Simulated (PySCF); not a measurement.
## ²⁹Si chemical shifts

- shieldings: GIAO PBE0/pcSseg-1
- geometry: GFN2-xTB
- program: PySCF
- equivalent nuclei averaged, no relativistic terms, no solvent, single conformer

Shieldings were converted by a linear fit to measured shifts: ²⁹Si: δ = 279.94 − 0.822σ (rms 8.9 ppm, 72 shifts, 25.8 ppm with the 6 outliers that the fit left out vs TMS, solution or neat liquid). Occasional misses reach two or three times the rms, and more in compound classes unlike the fitted ones.

Question: Give the ²⁹Si shifts of `C=C[SiH]1CCC1`, `C[Si@@H]1C=CO[C@@H]1CF`, `C#C[C@@](C)(/C=N\C)N[SiH3]`, `N#CC[Si@H](Cl)CN([SiH3])[SiH3]`, `CC(=O)O[Si@H](CC#N)[SiH2]N`.

Answer: 
| compound | environment | δ (ppm) |
| --- | --- | --- |
| C=C[SiH]1CCC1 | silicon bonded to 3 C, H, in a 4-membered ring | -11.5 |
| C[Si@@H]1C=CO[C@@H]1CF | silicon bonded to 3 C, H, in a 5-membered ring | -14.7 |
| C#C[C@@](C)(/C=N\C)N[SiH3] | silicon bonded to N, 3 H | -62.4 |
| [N:1]#[C:2][CH2:3][Si@H:4]([Cl:5])[CH2:6][N:7]([SiH3:8])[SiH3:9] | Si4: silicon bonded to 2 C, Cl, H | -10.8 |
| [N:1]#[C:2][CH2:3][Si@H:4]([Cl:5])[CH2:6][N:7]([SiH3:8])[SiH3:9] | Si8/9: silicon bonded to N, 3 H (×2) | -41.1 |
| [CH3:1][C:2](=[O:3])[O:4][Si@H:5]([CH2:6][C:7]#[N:8])[SiH2:9][NH2:10] | Si5: silicon bonded to C, O, Si, H | -20.2 |
| [CH3:1][C:2](=[O:3])[O:4][Si@H:5]([CH2:6][C:7]#[N:8])[SiH2:9][NH2:10] | Si9: silicon bonded to N, Si, 2 H | -51.1 |

Question: Order these by ²⁹Si shift, lowest first.
A. C=C[SiH]1CCC1
B. C[C@H](F)[SiH2]S
C. C=C[C@@H]1[SiH2][C@H]1C
D. O=CO[C@]1([SiH3])C=C(Cl)C1
E. CCCn1nccc1[SiH3]

Answer: C (-99.6 ppm, silicon bonded to 2 C, 2 H, in a 3-membered ring), E (-80.7 ppm, silicon bonded to C, 3 H), D (-70.2 ppm, silicon bonded to C, 3 H), B (-30.5 ppm, silicon bonded to C, S, 2 H), A (-11.5 ppm, silicon bonded to 3 C, H, in a 4-membered ring).
